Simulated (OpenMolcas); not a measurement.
**Pr3+: moving or changing the point charges**

Pr3+ among 6 point charges of -1.5 e arranged as a trigonal prism (D3h), 2.44 Å from the ion, with a polar angle of 52.0° against the regular 49.1°.
```
   1.9240    0.0000    1.5007  -1.50
  -0.9620    1.6662    1.5007  -1.50
  -0.9620   -1.6662    1.5007  -1.50
   1.9240    0.0000   -1.5007  -1.50
  -0.9620    1.6662   -1.5007  -1.50
  -0.9620   -1.6662   -1.5007  -1.50
```

| Quantity | Value |
| --- | --- |
| Program | OpenMolcas 26.06 |
| Method | CASSCF |
| Basis | ANO-RCC-VDZP [7s6p4d2f1g] |
| Scalar Hamiltonian | DKH2, point nucleus |
| Active space | 2 electrons in 7 orbitals (4f) |
| State averaging | 2S+1 = 3 even, 21 roots; 2S+1 = 1 even, 27 roots kept (CI in the orbitals of an earlier block) |
| Spin-orbit coupling | state interaction with AMFI integrals over the reference wave functions |

Runs around this geometry, states (labels of D3, the rotations of D3h). Energies in cm-1 above the lowest state or level, χT in cm3 K/mol.

```json
{"R (Å)": "2.44", "q (e)": "-0.75", "Ground state": "3E", "First state of that spin": "3E 51.5", "First gap with spin-orbit (degeneracies)": "4.9 (1, 1)", "Width of lowest J": "247", "χT at 300 K": "1.633"}
{"R (Å)": "2.44", "q (e)": "-1.5", "Ground state": "3E", "First state of that spin": "3E 81.3", "First gap with spin-orbit (degeneracies)": "0.2 (1, 1)", "Width of lowest J": "494", "χT at 300 K": "1.602"}
{"R (Å)": "2.71", "q (e)": "-1.5", "Ground state": "3E", "First state of that spin": "3E 31.6", "First gap with spin-orbit (degeneracies)": "10.7 (2, 1)", "Width of lowest J": "337", "χT at 300 K": "1.625"}
{"R (Å)": "2.81", "q (e)": "-1.5", "Ground state": "3E", "First state of that spin": "3E 20.3", "First gap with spin-orbit (degeneracies)": "16.1 (2, 1)", "Width of lowest J": "300", "χT at 300 K": "1.630"}
```

Taking the width of the lowest J multiplet as R^-n, n = -ln(300 / 494) / ln(2.81 / 2.44) = 3.5 between the shortest and longest distance.

Scaling the charges by -0.75 / -1.5 = 0.50 scales the width of the lowest J multiplet by 247 / 494 = 0.50; with fixed orbitals a first-order splitting would follow the charge.

This is an electrostatic model: the charges have no orbitals. An unlabelled pair can be two single states that coincide in this model. A group larger than the point group allows holds several states that coincide in this model. No measured value stands beside these numbers.
